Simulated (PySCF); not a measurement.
# A survey of 17O NMR shifts

[PySCF: shieldings: GIAO PBE0/pcSseg-1; GFN2-xTB structure; in vacuum; no relativistic terms; averaged over atoms made equivalent by symmetry, fast rotation or ring inversion; one computed conformer]

Shieldings were converted by a linear fit to measured shifts: 17O (scatter 10.7 ppm rms, 12.2 ppm with the 3 outliers that the fit left out vs liquid water, solution or neat liquid). A few per cent of atoms miss by over 2 rms, more outside the fitted compound classes.

Q: Give the 17O shifts of `C[SiH](C)[SiH2][C@H](F)C=O`, `C#CCCC(C)=O`, `C#CCCC(C)=O`, `O=C(O)[C@@H]([SiH3])[Si@@H]1C[C@@H]1[SiH3]`, `O=C1OCC[SiH2]C1([SiH3])[SiH3]`.

A: 
```tsv
compound	environment	δ (ppm)
C[SiH](C)[SiH2][C@H](F)C=O	aldehyde oxygen	558.3
C#CCCC(C)=O	ketone oxygen	571.2
C#CCCC(C)=O	ketone oxygen	571.2
[O:1]=[C:2]([OH:3])[C@@H:4]([SiH3:5])[Si@@H:6]1[CH2:7][C@@H:8]1[SiH3:9]	O1: carbonyl oxygen	355.4
[O:1]=[C:2]([OH:3])[C@@H:4]([SiH3:5])[Si@@H:6]1[CH2:7][C@@H:8]1[SiH3:9]	O3: acid hydroxyl oxygen	158.7
[O:1]=[C:2]1[O:3][CH2:4][CH2:5][SiH2:6][C:7]1([SiH3:8])[SiH3:9]	O1: ester carbonyl oxygen	391.1
[O:1]=[C:2]1[O:3][CH2:4][CH2:5][SiH2:6][C:7]1([SiH3:8])[SiH3:9]	O3: ester alkoxy oxygen	162.0
```

Q: Match the shifts 662.8, 569.8, 177.5, -4.4 ppm to `O=C[C@H]1[SiH2]C=CS1`, `C[Si@H]1C=CC(=S)O1`, `C=C(F)C[Si@](C)(O)[SiH3]`, `CS[Si@H]1C=CC1=O`.

A: 662.8: CS[Si@H]1C=CC1=O (carbonyl oxygen); 569.8: O=C[C@H]1[SiH2]C=CS1 (aldehyde oxygen); 177.5: C[Si@H]1C=CC(=S)O1 (oxygen bonded to C, Si, in a 5-membered ring); -4.4: C=C(F)C[Si@](C)(O)[SiH3] (oxygen bonded to Si, H).

In solution the two oxygens of a carboxylic acid give one averaged line by proton exchange, and hydrogen bonding shields acid and N–H amide carbonyl oxygens by tens of ppm; neither is in these numbers.
